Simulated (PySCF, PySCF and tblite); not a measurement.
A run on one conformer of C3H22F2N4O2Si7, numbered as in [CH2:1]=[CH:2][SiH2:3][NH:4][Si@@H:5]([NH:6][Si:7]([F:8])([F:9])[NH:10][Si@H:11]([SiH3:12])[NH:13][SiH2:14][O:15][SiH3:16])[O:17][CH3:18], from an ensemble study. The sound level was PBE0/6-31G* on GFN2-xTB geometries.

Input:

```
{"job": {"xc": "PBE00", "basis": "6-31G*", "kind": "nmr", "pop": false}, "charge": 0, "multiplicity": 1}
C      4.432161     1.132163    -1.205024
C      3.399368     0.323523    -1.386419
Si     3.419435    -1.527714    -1.067423
N      2.378175    -1.890515     0.272557
Si     2.419617    -1.176844     1.842946
N      2.456080     0.554197     1.744805
Si     1.207759     1.495458     1.063253
F      0.296526     2.169650     2.205590
F      1.833653     2.816051     0.403494
N      0.245193     0.594457    -0.001240
Si    -1.446972     0.825693    -0.353182
Si    -2.822191     0.419821     1.449200
N     -1.688205    -0.336979    -1.621442
Si    -3.167842    -0.971053    -2.231360
O     -4.362593     0.037909    -1.823677
Si    -5.168168     1.439370    -1.810024
O      1.013326    -1.703301     2.445042
C      0.368660    -1.239691     3.596561
H      5.392067     0.759716    -0.882074
H      4.369349     2.197810    -1.365732
H      2.466609     0.767922    -1.711855
H      2.842851    -2.273588    -2.195525
H      4.797572    -1.961775    -0.794265
H      1.900986    -2.775800     0.236073
H      3.584089    -1.515581     2.664328
H      3.338758     1.011141     1.884118
H      0.616635    -0.322083    -0.192278
H     -1.489341     2.191098    -0.925878
H     -4.114279     1.115540     1.334403
H     -3.166525    -1.000057     1.659270
H     -2.255814     0.848170     2.738685
H     -0.859758    -0.635770    -2.108868
H     -3.084910    -1.063526    -3.688162
H     -3.541474    -2.222842    -1.575049
H     -5.717265     1.650100    -3.152123
H     -4.255000     2.519955    -1.440091
H     -6.227352     1.228111    -0.826707
H      0.831957    -1.674152     4.485408
H      0.425010    -0.152591     3.662340
H     -0.677078    -1.544106     3.543580
```

Command: OMP_NUM_THREADS=1 python ens_run.py task.json out

Output:

```
KeyError: "LibXCFunctional: name 'PBE00' not found."
```

Problem. What is wrong with this calculation?

Solution. The setting at fault: functional unknown or not served for shieldings. PBE00 is no functional's name. The input was rejected before any iteration.
